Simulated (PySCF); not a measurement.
Cost of one run: shielding job, `OCC1=NC=CC=N1`.

Method: GIAO PBE0/pcSseg-1 NMR shielding, non-relativistic, gas phase (PySCF 2.14.0, density-fitted response routines). Geometry: GFN2-xTB, NEB image 0 of 0 to 8. Work: shieldings, ring-centre shieldings, density and orbital grids written, density fitting. The input is one job of a driver script: a line of settings, then coordinates in Å.

Command:
```bash
OMP_NUM_THREADS=1 python probes_run.py task.json out
```

Input:
```
{"job": {"kind": "nmr", "xc": "PBE0", "basis": "pcSseg-1", "pop": false}, "charge": 0, "multiplicity": 1}
O      2.687800     0.481800     0.737600
C      2.018300     0.036200    -0.406900
C      0.533300    -0.038100    -0.224000
N     -0.198700    -0.493300    -1.232400
C     -1.505500    -0.543100    -1.049300
C     -2.106100    -0.141900     0.137900
C     -1.250300     0.317300     1.126400
N      0.059400     0.369600     0.947800
H      2.007000     0.707900     1.390300
H      2.389800    -0.959300    -0.686500
H      2.228700     0.710100    -1.251000
H     -2.083300    -0.917700    -1.884600
H     -3.172500    -0.185000     0.281700
H     -1.608600     0.655000     2.090800
```

Hardware: Arm Neoverse V2, one thread, no GPU, shared host. PySCF's memory limit was set to 1200 MB.

Q: How large is the basis?

A: 166 functions for 58 electrons, with 848 fitting functions; the fitted three-index integrals, 848 × 166 × 167/2 numbers of 8 bytes, come to 90 MiB.

Question: Which is nearest to the wall time?
A. 19 min
B. 2.6 min
C. 19 s

Answer: C. The run took 19 s. The SCF took 14 cycles.

Q: How much memory does it need at the peak?

A: About 0.74 GiB. Peak memory is the resident size of the whole Python process, interpreter and libraries included.

Q: At this speed, how long would 500 such jobs take on 8 cores, one job a core?

A: 500/8 gives 63 rounds of 19 s, about 20 min of wall time and 2.6 core-hours, if the jobs don't slow each other.

The SCF part of the output:
```
coarse grid: 12360 points
cycle   1  E = -378.2436888713  dE =  1.531e+00  |g| = 6.744e-01  |ddm| = 3.538e+00
cycle   2  E = -378.1648267616  dE =  7.886e-02  |g| = 9.541e-01  |ddm| = 1.280e+00
cycle   3  E = -378.3299468501  dE = -1.651e-01  |g| = 6.426e-02  |ddm| = 7.772e-01
cycle   4  E = -378.3306173968  dE = -6.705e-04  |g| = 3.393e-02  |ddm| = 8.314e-02
cycle   5  E = -378.3308578900  dE = -2.405e-04  |g| = 1.378e-02  |ddm| = 3.807e-02
cycle   6  E = -378.3308992314  dE = -4.134e-05  |g| = 4.284e-03  |ddm| = 1.416e-02
cycle   7  E = -378.3309035635  dE = -4.332e-06  |g| = 8.087e-04  |ddm| = 3.871e-03
final grid: 121464 points
cycle   8  E = -378.3841494511  dE = -3.570e-05  |g| = 8.542e-03  |ddm| = 2.835e-02
cycle   9  E = -378.3841402170  dE =  9.234e-06  |g| = 1.123e-02  |ddm| = 1.489e-02
cycle  10  E = -378.3841642318  dE = -2.401e-05  |g| = 1.417e-03  |ddm| = 8.699e-03
cycle  11  E = -378.3841646623  dE = -4.305e-07  |g| = 3.631e-04  |ddm| = 1.342e-03
cycle  12  E = -378.3841646877  dE = -2.538e-08  |g| = 1.800e-04  |ddm| = 4.407e-04
cycle  13  E = -378.3841646949  dE = -7.270e-09  |g| = 2.588e-05  |ddm| = 1.613e-04
cycle  14  E = -378.3841646950  dE = -7.287e-11  |g| = 1.879e-05  |ddm| = 3.612e-05
converged SCF energy = -378.3841646950
```

On the final grid dE counts from the start density on that grid.

The host was shared with other jobs, so the times are rough.
